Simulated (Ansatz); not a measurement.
Calculated with Ansatz (gas phase, PBE0-D4/def2-TZVP geometries, no zero-point term in ΔE). CCSD(T)/CBS adds triple-zeta CCSD(T) − MP2 to the extrapolated MP2 energy (def2 sets, frozen cores). This one scheme is used for every species. Each species was taken in one conformer, which may not be the lowest.

`Cl[C]1=[CH][AlH]1` + `BS` → `BS[C]1=[CH][AlH]1` + HCl  (substitution at a C–Cl bond)

```tsv
species	CCSD(T)/CBS(def2) energy (Eh)
`Cl[C]1=[CH][AlH]1`	-779.01931
`BS`	-424.38198
`BS[C]1=[CH][AlH]1`	-743.03000
HCl	-460.38127
```

Problem. Work out ΔE.

Solution. ΔE = (-743.03000) + (-460.38127) − (-779.01931) − (-424.38198) = -0.00998 Eh = -6.3 kcal/mol.

Largest T1 diagnostic among the species: 0.016.

At CCSD(T), def2-SVP lies +0.7 kcal/mol from the extrapolated value and def2-TZVPP +0.1 kcal/mol. In def2-TZVPP, CCSD(T) changes the Hartree–Fock value by −1.7 kcal/mol (the triples alone add −0.3 kcal/mol) and MP2 by −2.6 kcal/mol.
